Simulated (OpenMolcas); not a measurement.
# Multiconfigurational calculation on Be II

Input:

```
&GATEWAY
Coord
1

Be 0.0 0.0 0.0
Basis=ANO-RCC-VDZP
Group=XYZ
NoMove
AngMom=0.0 0.0 0.0
AMFI
RX2C
&SEWARD
&RASSCF
FileOrb=start.orb
Symmetry=1
Spin=2
nActEl=1 0 0
Inactive=1 0
Ras2=1 3
CIRoot=1 1 1
SDav=1
CIMx=300
Iter=120 100
PrWF=0.3
OrbListing=Nothing
MaxOrb=0
Atom
>>> COPY $Project.JobIph JOBPRE
&RASSCF
FileOrb=start.orb
Symmetry=1
Spin=2
nActEl=1 0 0
Inactive=1 0
Ras2=2 6
CIRoot=1 1 1
SDav=2
CIMx=300
Iter=120 100
PrWF=0.3
OrbListing=Nothing
MaxOrb=0
Atom
>>> COPY $Project.JobIph JOB001
&RASSCF
FileOrb=start.orb
Symmetry=2
Spin=2
nActEl=1 0 0
Inactive=1 0
Ras2=2 6
CIRoot=3 3 1
SDav=6
CIMx=300
Iter=120 100
PrWF=0.3
OrbListing=Nothing
MaxOrb=0
Atom
>>> COPY $Project.JobIph JOB002
&RASSI
NrOfJobIphs=2 1 3
1
1 2 3
IphNames
JOB001
JOB002
EJob
SpinOrbit
DIPRint=1.0
SOCoupling=1000.0
Subsets=2
MEES
Property=10
'ANGMOM' 1 'ANGMOM' 2 'ANGMOM' 3 'MLTPL  1' 1 'MLTPL  1' 2 'MLTPL  1' 3
'AMFI' 1 'AMFI' 2 'AMFI' 3 'MLTPL  2' 6
SOProperty=3
'ANGMOM' 1 'ANGMOM' 2 'ANGMOM' 3
```

Launched by
```bash
OMP_NUM_THREADS=1 MOLCAS_MEM=2252 MOLCAS_PROJECT=a pymolcas a.inp > a.log  # once for each step of the input, in one work folder
```

A driver script runs the steps one by one and writes start.orb anew before each from the orbitals found so far.

Output, cut to the results:

```
--- SEWARD ---
Basis set label: BE.ANO-RCC...3S2P1D.

      Electronic valence basis set:
      ------------------
      Associated Effective Charge   4.000000 au
      Associated Actual Charge      4.000000 au
      Nuclear Model: Point charge

      Shell  nPrim  nBasis  Cartesian Spherical Contaminant
         s      14       3        X
         p       9       2        X
         d       5       1                 X
RX2C
                  Relativistic X2C integrals
                  Atomic mean-field integrals
--- RASSCF ---
Wave function specifications:
      -----------------------------

      Number of closed shell electrons           2
      Number of electrons in active shells       1
      Max number of holes in RAS1 space          0
      Max nr of electrons in RAS3 space          0
      Number of inactive orbitals                1
      Number of active orbitals                  8
      Number of secondary orbitals               5
      Spin quantum number                      0.5
      State symmetry                             1
Orbital specifications:
      -----------------------

      Symmetry species                           1   2
                                                ag  au
      Frozen orbitals                            0   0
      Inactive orbitals                          1   0
      Active orbitals                            2   6
      RAS1 orbitals                              0   0
      RAS2 orbitals                              2   6
      RAS3 orbitals                              0   0
      Secondary orbitals                         5   0
      Deleted orbitals                           0   0
      Number of basis functions                  8   6
      Number of CSFs                             2
      Number of root(s) required                 1
      Iter CI   SX   CI       RASSCF       Energy    max ROT     max BLB   max BLB  Level Ln srch  Step   QN
          iter iter root      energy       change     param      element    value   shift minimum  type update
 Nr of preliminary CI iterations:   1
 ###############################################################################
 ###############################################################################
 ###                                                                         ###
 ###                                                                         ###
 ###    WARNING: Problems in orbital optimization.                           ###
 ###                                                                         ###
 ###                                                                         ###
 ###############################################################################
 ###############################################################################
  Warning: In symmetry  1, orbital p=   3 has diagonal density matrix element D(p,p) close to zero. D(p,p)=  2.733908E-31
 ###############################################################################
        ...
  Warning: In symmetry  2, orbital p=   4 has diagonal density matrix element D(p,p) close to zero. D(p,p)=  0.000000E+00
  Warning: In symmetry  2, orbital p=   5 has diagonal density matrix element D(p,p) close to zero. D(p,p)=  0.000000E+00
  Warning: In symmetry  2, orbital p=   6 has diagonal density matrix element D(p,p) close to zero. D(p,p)=  0.000000E+00
        4   1    1    1   -14.27876161    8.88E-15   0.00E+00    1   2 1 -8.89E-09   0.00   0.00    SX    NO
      Convergence after  4 iterations
        5   1    1    1   -14.27876161   -1.95E-14   0.00E+00    1   2 1 -8.89E-09   0.00   0.00    SX    NO
      Natural orbitals and occupation numbers for root  1
      sym 1:   1.000000   0.000000
      sym 2:   0.000000   0.000000   0.000000   0.000000   0.000000   0.000000
::    RASSCF root number  1 Total energy:    -14.27876161
--- RASSCF ---
Wave function specifications:
      -----------------------------

      Number of closed shell electrons           2
      Number of electrons in active shells       1
      Max number of holes in RAS1 space          0
      Max nr of electrons in RAS3 space          0
      Number of inactive orbitals                1
      Number of active orbitals                  8
      Number of secondary orbitals               5
      Spin quantum number                      0.5
      State symmetry                             2
Orbital specifications:
      -----------------------

...
--- RASSI ---
SPIN-FREE ENERGIES:
  (Shifted by EMIN (a.u.) =        -14.2787616109)

 SF State       Relative EMIN(au)   Rel lowest level(eV)    D:o, cm**(-1)      L_eff

     1             0.0000000000        0.0000000000              0.0000         0.0
     2             0.1497659005        4.0753377643          32869.8158         1.0
     3             0.1497659005        4.0753377643          32869.8158         1.0
     4             0.1497659005        4.0753377643          32869.8158         1.0
     Dipole printing threshold changed to   1.00000000E+00

++ Dipole transition strengths (spin-free states):
   -----------------------------------------------
     for osc. strength at least  1.00000000E+00

  ( Max oscillator strength is only   0.18883305187777588      )
--
Eigenvalues of complex Hamiltonian:
   -----------------------------------
  (Shifted by EMIN (a.u.) =        -14.2787616109)

 SO State       Relative EMIN(au)   Rel lowest level(eV)    D:o, cm**(-1)     J-value

     1             0.0000000000        0.0000000000              0.0000         0.4
     2             0.0000000000        0.0000000000              0.0000         0.4
     3             0.1497502752        4.0749125796          32866.3865         0.4
     4             0.1497502752        4.0749125796          32866.3865         0.4
     5             0.1497737131        4.0755503566          32871.5305         1.0
     6             0.1497737131        4.0755503566          32871.5305         0.9
     7             0.1497737131        4.0755503566          32871.5305         1.3
     8             0.1497737131        4.0755503566          32871.5305         1.4
Weights of the five most important spin-orbit-free states for each spin-orbit state.

 SO State  Total energy (au)           Spin-free states, spin, and weights
 -------------------------------------------------------------------------------------------------------
...
```

The J values that RASSI prints are effective ones from its own formula and need not be integers or half-integers; the table below assigns J from the states.

Levels above the lowest, from the spin-orbit matrix, grouped by J:

```
Configuration  Term    J  E (cm-1)  Measured (cm-1)      g  Term weight %
           2s    2S  1/2       0.0              0.0  2.002            100
           2p   2P*  1/2     32866            31929  0.666            100
           2p   2P*  3/2     32872            31935  1.334            100
```

Against the 2 measured excited levels shown (NIST Handbook of Basic Atomic Spectroscopic Data) the mean absolute deviation is 940 cm-1; the largest miss in energy is 2p 2P* 1/2: computed 32866, measured 31929 cm-1 (+2.9 %).

With one active electron outside closed inactive shells, the extra shells (3p 3s) add no correlation to the reference. ANO sets are built for ground and valence states and can reach diffuse excited orbitals poorly. With one active electron the reference holds no correlation, so core polarisation is missing. Computed and measured levels are paired by configuration, term and J; levels that our copy of the source lacks, or whose pairing is in doubt (as where it misses far off the trend of its configuration), stay unpaired and out of the deviations. Only configurations of the active space appear. The first state left out of the spin-orbit step lies near 120000 cm-1 above the lowest spin-free state of the reference (among the parities and spins computed), and the list stops at four fifths of that energy or lower.

The RASSCF and RASSI steps took 4.9 s on 1 thread of Intel(R) Xeon(R) 6975P-C (Granite Rapids), with other jobs on the host; the integral step is not counted.

The term weight is that of the spin-free term in the level, not the purity of its configuration. * marks odd parity.
